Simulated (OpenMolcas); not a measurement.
## Ni²⁺: input and output

Input:

```
&GATEWAY
Coord
1

Ni 0.0 0.0 0.0
Basis=ANO-RCC-VQZP
Group=XYZ
NoMove
AngMom=0.0 0.0 0.0
AMFI
&SEWARD
Relativistic=R04O02
* reference wave functions (RASSCF and RASSI steps not shown): 8 electrons in 5 orbitals (3d)
>>> COPY JOB001 $Project.JobIph
&CASPT2
XMultistate=10 1 2 3 4 5 6 7 8 9 10
Frozen=1 0
IPEA=0.75
Imaginary=0.15
MaxIter=60
WThr=0.0 0.3 0.05
PrWF=0.5
NoMix
>>> COPY JOB002 $Project.JobIph
&CASPT2
XMultistate=15 1 2 3 4 5 6 7 8 9 10 11 12 13 14 15
Frozen=1 0
IPEA=0.75
Imaginary=0.15
MaxIter=60
WThr=0.0 0.3 0.05
PrWF=0.5
NoMix
```

Launched by
```bash
OMP_NUM_THREADS=1 MOLCAS_MEM=2252 MOLCAS_PROJECT=a pymolcas a.inp > a.log  # once for each step of the input, in one work folder
```

Output, cut to the results:

```
--- CASPT2 ---
Orbital specifications:
      -----------------------

      Symmetry species                           1   2
                                                ag  au
      Frozen orbitals                            1   0
      Inactive orbitals                          2   6
      Active orbitals                            5   0
      Secondary orbitals                        37  44
      Deleted orbitals                           0   0
      Number of basis functions                 45  50
Type of calculation                        XMS-CASPT2
      Fock operator                              state-average
      IPEA shift                                 0.75
      Real shift                                 0.00
      Imaginary shift                            0.15
      The input orbitals will be transformed to quasi-canonical
      The input states will be rotated to diagonalize the Fock operator
Reference energy:       -1518.2719121001
      E2 (Non-variational):      -0.8294387233
      Shift correction:          -0.0002365158
      E2 (Variational):          -0.8296752392
      Total energy:           -1519.1015873393
      Residual norm:              0.0000000701
      Reference weight:           0.93315
      Contributions to the CASPT2 correlation energy
      Active & Virtual Only:         -0.2907502483
      One Inactive Excited:          -0.3606571564
      Two Inactive Excited:          -0.1780313187
Reference energy:       -1518.2719121001
      E2 (Non-variational):      -0.8295962986
      Shift correction:          -0.0002401762
      E2 (Variational):          -0.8298364748
      Total energy:           -1519.1017485750
      Residual norm:              0.0000000748
      Reference weight:           0.93288
      Contributions to the CASPT2 correlation energy
      Active & Virtual Only:         -0.2899075667
      One Inactive Excited:          -0.3620155634
      Two Inactive Excited:          -0.1776731685
::    XMS-CASPT2 Root  1     Total energy:  -1519.10617232
::    XMS-CASPT2 Root  2     Total energy:  -1519.10172470
::    XMS-CASPT2 Root  3     Total energy:  -1519.09850914
::    XMS-CASPT2 Root  4     Total energy:  -1519.09756663
::    XMS-CASPT2 Root  5     Total energy:  -1519.09624439
::    XMS-CASPT2 Root  6     Total energy:  -1519.09571180
::    XMS-CASPT2 Root  7     Total energy:  -1519.09283720
::    XMS-CASPT2 Root  8     Total energy:  -1519.02510868
::    XMS-CASPT2 Root  9     Total energy:  -1519.02369555
::    XMS-CASPT2 Root 10     Total energy:  -1519.02286046
--- CASPT2 ---
Orbital specifications:
      -----------------------

      Symmetry species                           1   2
                                                ag  au
      Frozen orbitals                            1   0
      Inactive orbitals                          2   6
      Active orbitals                            5   0
      Secondary orbitals                        37  44
      Deleted orbitals                           0   0
      Number of basis functions                 45  50
Type of calculation                        XMS-CASPT2
      Fock operator                              state-average
      IPEA shift                                 0.75
      Real shift                                 0.00
      Imaginary shift                            0.15
      The input orbitals will be transformed to quasi-canonical
      The input states will be rotated to diagonalize the Fock operator
Reference energy:       -1518.1975033158
      E2 (Non-variational):      -0.8406436026
      Shift correction:          -0.0002345105
      E2 (Variational):          -0.8408781131
      Total energy:           -1519.0383814290
      Residual norm:              0.0000000708
      Reference weight:           0.93221
      Contributions to the CASPT2 correlation energy
      Active & Virtual Only:         -0.2955597371
      One Inactive Excited:          -0.3655409744
      Two Inactive Excited:          -0.1795428912
Reference energy:       -1518.1975033158
      E2 (Non-variational):      -0.8425688126
      Shift correction:          -0.0002415323
      E2 (Variational):          -0.8428103449
      Total energy:           -1519.0403136607
      Residual norm:              0.0000000764
      Reference weight:           0.93172
      Contributions to the CASPT2 correlation energy
      Active & Virtual Only:         -0.2972061174
      One Inactive Excited:          -0.3676723324
      Two Inactive Excited:          -0.1776903628
::    XMS-CASPT2 Root  1     Total energy:  -1519.04288987
::    XMS-CASPT2 Root  2     Total energy:  -1519.03911365
::    XMS-CASPT2 Root  3     Total energy:  -1519.03860588
::    XMS-CASPT2 Root  4     Total energy:  -1519.03782279
::    XMS-CASPT2 Root  5     Total energy:  -1519.03666619
::    XMS-CASPT2 Root  6     Total energy:  -1519.00365348
::    XMS-CASPT2 Root  7     Total energy:  -1519.00036721
::    XMS-CASPT2 Root  8     Total energy:  -1518.99878217
::    XMS-CASPT2 Root  9     Total energy:  -1518.99764620
::    XMS-CASPT2 Root 10     Total energy:  -1518.99643683
::    XMS-CASPT2 Root 11     Total energy:  -1518.99513797
::    XMS-CASPT2 Root 12     Total energy:  -1518.99471530
::    XMS-CASPT2 Root 13     Total energy:  -1518.99398367
::    XMS-CASPT2 Root 14     Total energy:  -1518.99251290
::    XMS-CASPT2 Root 15     Total energy:  -1518.86625353
```

In XMS-CASPT2 the single-state energies belong to rotated reference states; over a whole degenerate manifold the rotation is arbitrary, and only the multistate roots count.

Levels above the lowest, from the spin-orbit matrix with the multistate effective Hamiltonian, averaged by term, added to it:

| Configuration | Term | J | E (cm⁻¹) | Measured (cm⁻¹) | g | Term weight % |
| --- | --- | --- | --- | --- | --- | --- |
| 3d⁸ | ³F | 4 | 0.0 | 0.0 | 1.250 | 100 |
| 3d⁸ | ³F | 3 | 1367 | 1361 | 1.084 | 100 |
| 3d⁸ | ³F | 2 | 2280 | 2270 | 0.669 | 99 |
| 3d⁸ | ¹D | 2 | 13880 | 14032 | 1.042 | 90 |
| 3d⁸ | ³P | 2 | 17290 | 16662 | 1.456 | 91 |
| 3d⁸ | ³P | 1 | 17660 | 16978 | 1.501 | 100 |
| 3d⁸ | ³P | 0 | 17920 | 17231 |  | 100 |
| 3d⁸ | ¹G | 4 | 23260 | 23109 | 1.000 | 100 |
| 3d⁸ | ¹S | 0 | 52020 | 52532 |  | 100 |

Against the 8 measured excited levels shown (Corliss and Sugar, J. Phys. Chem. Ref. Data 10, 197 (1981)) the mean absolute deviation is 360 cm-1; the largest miss in energy is 3d⁸ ³P₀: computed 17920, measured 17231 cm⁻¹ (+4.0 %).

Term energies are means over components that CASPT2 splits; among the terms shown or strongly mixed into the levels shown the widest spread is 2900 cm-1 (3d⁸ ³F). Terms from blocks run as CI alone lack orbitals of their own. Computed and measured levels are paired by configuration, term and J; levels that our copy of the source lacks, or whose pairing is in doubt (as where it misses far off the trend of its configuration), stay unpaired and out of the deviations. Levels of configurations outside the active space are missing.

The CASPT2 steps took 9.4 s on 1 thread of Intel(R) Xeon(R) Platinum 8488C (Sapphire Rapids) (shared host); the integral step is not counted.

The term weight is that of the spin-free term in the level, not the purity of its configuration.
